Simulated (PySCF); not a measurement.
SMILES C1=CC2C=CC1[CH]2 (C7H7), doublet at its B3LYP/def2-SVP optimised geometry (Å):

```
14

C     -1.0724     0.6740    -0.7973
C      0.1103     1.2252     0.0000
C     -0.6177     1.2950     1.3660
C     -1.4451     0.2381     1.4259
C     -1.2772    -0.5467     0.1006
C      0.1630    -1.0964     0.0597
C      0.9880    -0.0426     0.0000
H     -1.9007     1.3027    -1.1467
H      0.5908     2.1534    -0.3348
H     -0.4530     2.0603     2.1270
H     -2.1050    -0.0497     2.2466
H     -2.0790    -1.2560    -0.1411
H      0.4262    -2.1534     0.1198
H      2.0790    -0.0426     0.0000
```

Method: unrestricted B3LYP/def2-TZVP (PySCF). Cells within 0.4 Å of a nucleus heavier than hydrogen are left out (blank, or x).

Map of the deformation density (molecule minus spherical neutral atoms) (e/bohr³) on the plane z = 0.0 Å:

```
|222222222222222222222222222|
|222222222211111111222222222|
|222222221111111111112222222|
|222222111111111111111222222|
|222221111111111111111222222|
|222211111111111111111122222|
|222111111111112211111112222|
|221111111111125421111112222|
|221111111111037421111111222|
|2211111111122xx211111111122|
|2111111110124xx321111111112|
|211111111011125631111111112|
|2111111112200036x3431111112|
|211111111430001xxx991111112|
|211111111xx21159x4531111112|
|211111236xx6539931111111112|
|2111112784356xx411111111112|
|2111111552122xx211111111122|
|211111112111158411111111222|
|211111111111148411111111222|
|221111111111112111111112222|
|221111111111111111111122222|
|222211111111111111111222222|
|222221111111111111111222222|
|222222221111111111112222222|
|222222222221111111222222222|
|222222222222222222222222222|
```
Scale: ten equal steps from -0.029 (start of '0') to 0.114 (end of '9'), in the order '0123456789'; x runs from -4.50 to 4.50, y from -4.50 (bottom) to 4.50 (top).
